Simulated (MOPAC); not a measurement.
MOPAC input (PM7):

```
PM7 PRECISE GNORM=0.05 LET XYZ CHARGE=-1 GEO-OK AUX(PRECISION=9) THREADS=1
C4H2FS

F    -0.15853800 1    2.26706000 1    0.49717600 1
C    -0.10937100 1    0.92170100 1    0.19772200 1
C    -1.28298100 1    0.17459900 1   -0.08649800 1
C    -1.09178200 1   -1.17286600 1   -0.37248000 1
S     0.63494300 1   -1.41090600 1   -0.25675600 1
C     1.06261100 1    0.22932800 1    0.15621500 1
H    -2.26063300 1    0.64962500 1   -0.07506500 1
H     2.05753600 1    0.60475400 1    0.33882600 1
```

Output:

```
 *******************************************************************************
 **                                                                           **
 **                              MOPAC v23.2.5                                **
 **                                                                           **
 *******************************************************************************
 ** MOPAC's Digital Object Identifier: https://doi.org/10.5281/zenodo.6511958 **
 **                                                                           **
 ** Please cite the open-source release paper for use of this MOPAC version:  **
 ** J. E. Moussa and J. J. P. Stewart (2026)                                  **
 ** MOPAC: An open-source semiempirical molecular orbital program             **
 ** J. Open Source Softw., 11(119), 8025, https://doi.org/10.21105/joss.08025 **
 *******************************************************************************

                              PM7 CALCULATION RESULTS

 *******************************************************************************
 *  PM7        - The PM7 Hamiltonian to be used
 *  GEO-OK     - OVERRIDE INTERATOMIC DISTANCE AND OTHER SAFETY CHECKS
 *
 *
 *
 *                 CHARGE ON SYSTEM = -1
 *
 *
 *
 *  LET        - OVERRIDE SOME SAFETY CHECKS
 *  PRECISE    - TIGHTER CRITERIA TO BE USED
 *  XYZ        - CARTESIAN COORDINATE SYSTEM TO BE USED
 *  GNORM      - EXIT WHEN GRADIENT NORM DROPS BELOW 0.050
 *  AUX        - OUTPUT AUXILIARY INFORMATION
 *******************************************************************************
PM7 PRECISE GNORM=0.05 LET XYZ CHARGE=-1 GEO-OK AUX(PRECISION=9) THREADS=1
 C4H2FS

   ATOM   CHEMICAL          X               Y               Z
  NUMBER   SYMBOL      (ANGSTROMS)     (ANGSTROMS)     (ANGSTROMS)

     1       F         -0.15853800  *   2.26706000  *   0.49717600  *
     2       C         -0.10937100  *   0.92170100  *   0.19772200  *
     3       C         -1.28298100  *   0.17459900  *  -0.08649800  *
     4       C         -1.09178200  *  -1.17286600  *  -0.37248000  *
     5       S          0.63494300  *  -1.41090600  *  -0.25675600  *
     6       C          1.06261100  *   0.22932800  *   0.15621500  *
     7       H         -2.26063300  *   0.64962500  *  -0.07506500  *
     8       H          2.05753600  *   0.60475400  *   0.33882600  *

          CARTESIAN COORDINATES

    NO.       ATOM           X           Y           Z

     1         F         -0.1585      2.2671      0.4972
     2         C         -0.1094      0.9217      0.1977
     3         C         -1.2830      0.1746     -0.0865
     4         C         -1.0918     -1.1729     -0.3725
     5         S          0.6349     -1.4109     -0.2568
     6         C          1.0626      0.2293      0.1562
     7         H         -2.2606      0.6496     -0.0751
     8         H          2.0575      0.6048      0.3388

 General Reference for PM7:
 "Optimization of Parameters for Semiempirical Methods VI: More Modifications to the
 NDDO Approximations and Re-optimization of Parameters", J. J. P. Stewart, J. Mol. Mod., 1:32, 19 (2013)
 https://link.springer.com/article/10.1007/s00894-012-1667-x

           Empirical Formula: C4 H2 F S  =     8 atoms

      MOLECULAR POINT GROUP   :   Cs

      RHF CALCULATION, NO. OF DOUBLY OCCUPIED LEVELS = 16

          Geometry optimization using EF

          DIAGONAL MATRIX USED AS START HESSIAN

 CYCLE:     1  GRAD.:    89.151 HEAT: -10.16086
 CYCLE:     2  GRAD.:   579.337 HEAT:  21.10787
 CYCLE:     3  GRAD.:   408.851 HEAT:  2.199261
 CYCLE:     4  GRAD.:   558.323 HEAT:  17.62527
 CYCLE:     5  GRAD.:   213.928 HEAT:  6.501535
 CYCLE:     6  GRAD.:   216.560 HEAT: -4.403393
 CYCLE:     7  GRAD.:   357.715 HEAT:  3.630021
 CYCLE:     8  GRAD.:   382.086 HEAT:  5.493173
 CYCLE:     9  GRAD.:   184.495 HEAT:  2.828065
 CYCLE:    10  GRAD.:   263.305 HEAT: -1.456822
 CYCLE:    11  GRAD.:   439.085 HEAT: -4.315887
 CYCLE:    12  GRAD.:   204.353 HEAT:  4.098695
 CYCLE:    13  GRAD.:    87.539 HEAT: -10.80335
 CYCLE:    14  GRAD.:   224.543 HEAT: 0.8531852
 CYCLE:    15  GRAD.:    43.259 HEAT: -12.37688
 CYCLE:    16  GRAD.:    80.067 HEAT: -10.29888
 CYCLE:    17  GRAD.:    14.585 HEAT: -13.12567
 CYCLE:    18  GRAD.:    16.359 HEAT: -13.09739
 CYCLE:    19  GRAD.:     2.812 HEAT: -13.22792
 CYCLE:    20  GRAD.:     1.425 HEAT: -13.22914
 CYCLE:    21  GRAD.:     0.217 HEAT: -13.22969
 CYCLE:    22  GRAD.:     0.066 HEAT: -13.22971
 CYCLE:    23  GRAD.:     0.037 HEAT: -13.22972

     GRADIENT =  0.03688 IS LESS THAN CUTOFF =  0.05000

 -------------------------------------------------------------------------------
 PM7 PRECISE GNORM=0.05 LET XYZ CHARGE=-1 GEO-OK AUX(PRECISION=9) THREADS=1
 C4H2FS

     GEOMETRY OPTIMISED USING EIGENVECTOR FOLLOWING (EF).
     SCF FIELD WAS ACHIEVED

                              PM7 CALCULATION
                                                       MOPAC v23.2.5 Linux

          FINAL HEAT OF FORMATION =        -13.22972 KCAL/MOL =     -55.35313 KJ/MOL

          COSMO AREA              =        119.80 SQUARE ANGSTROMS
          COSMO VOLUME            =        109.69 CUBIC ANGSTROMS

          GRADIENT NORM           =          0.03688          =       0.01304 PER ATOM
          IONIZATION POTENTIAL    =          3.881030 EV
          HOMO LUMO ENERGIES (EV) =         -3.881  5.003
          NO. OF FILLED LEVELS    =         16
          MOLECULAR WEIGHT        =        101.1182         POINT GROUP:  Cs

          MOLECULAR DIMENSIONS (Angstroms)

            Atom       Atom       Distance
            H     8    H     7     4.35991
            S     5    F     1     3.71429
            C     2    C     3     0.00000

          SCF CALCULATIONS        =         24

   ATOM   CHEMICAL          X               Y               Z
  NUMBER   SYMBOL      (ANGSTROMS)     (ANGSTROMS)     (ANGSTROMS)

     1       F         -0.17140631  *   2.21762432  *   0.48473134  *
     2       C         -0.11220489  *   0.92185139  *   0.19747878  *
     3       C         -1.30996838  *   0.19293956  *  -0.08500054  *
     4       C         -1.08094850  *  -1.12866693  *  -0.36141989  *
     5       S          0.65396139  *  -1.41690297  *  -0.25624450  *
     6       C          1.07113066  *   0.24820473  *   0.16132044  *
     7       H         -2.27914518  *   0.64124508  *  -0.07877824  *
     8       H          2.06079172  *   0.58001140  *   0.33354966  *

                             CARTESIAN COORDINATES

   1    F       -0.171406307     2.217624316     0.484731343
   2    C       -0.112204889     0.921851386     0.197478777
   3    C       -1.309968375     0.192939560    -0.085000544
   4    C       -1.080948497    -1.128666931    -0.361419889
   5    S        0.653961393    -1.416902974    -0.256244500
   6    C        1.071130657     0.248204730     0.161320438
   7    H       -2.279145184     0.641245082    -0.078778237
   8    H        2.060791722     0.580011401     0.333549658

           Empirical Formula: C4 H2 F S  =     8 atoms

      MOLECULAR POINT GROUP   :   Cs

                  EIGENVALUES
 -36.45071 -25.52176 -19.43332 -18.79212 -14.33704 -13.12953 -12.40128 -12.27346
 -11.26718  -8.67043  -8.13614  -7.66220  -5.88247  -4.27906  -4.02269  -3.88103
   5.00322   5.20108   5.66421   5.93347   6.06345   6.36890   7.09531   7.27604
   8.05103   8.44039   9.68650   9.89874  10.77304  11.24313  11.84512

              NET ATOMIC CHARGES AND DIPOLE CONTRIBUTIONS

  ATOM NO.   TYPE          CHARGE      No. of ELECS.   s-Pop       p-Pop       d-Pop
    1          F          -0.246030        7.2460     1.96454     5.28148
    2          C           0.263256        3.7367     1.11694     2.61980
    3          C          -0.548212        4.5482     1.07150     3.47672
    4          C          -0.082494        4.0825     1.49495     2.58754
    5          S          -0.206842        6.2068     1.87854     4.17041     0.15789
    6          C          -0.481010        4.4810     1.08339     3.39762
    7          H           0.147878        0.8521     0.85212
    8          H           0.153454        0.8465     0.84655
 DIPOLE           X         Y         Z       TOTAL
 POINT-CHG.     0.728     0.237     0.125     0.776
 HYBRID         1.041     2.655     0.703     2.937
 SUM            1.769     2.892     0.828     3.490

          ATOMIC ORBITAL ELECTRON POPULATIONS

     Atom    s        px        py        pz      x^2-y^2     xz        z^2       yz        xy
    1  F   1.96454   1.98684   1.35662   1.93803
    2  C   1.11694   0.97170   0.73346   0.91465
    3  C   1.07150   1.04818   1.08156   1.34698
    4  C   1.49495   0.84437   1.13534   0.60783
    5  S   1.87854   1.24948   1.14260   1.77833   0.04830   0.01588   0.01788   0.01989   0.05595
    6  C   1.08339   1.06496   1.02969   1.30297
    7  H   0.85212
    8  H   0.84655

 **********************
 *                    *
 * JOB ENDED NORMALLY *
 *                    *
 **********************

 == MOPAC DONE ==
```

The dipole moment of an ion depends on the origin.

The geometry given is a B3LYP-D3(BJ)/def2-TZVP minimum.
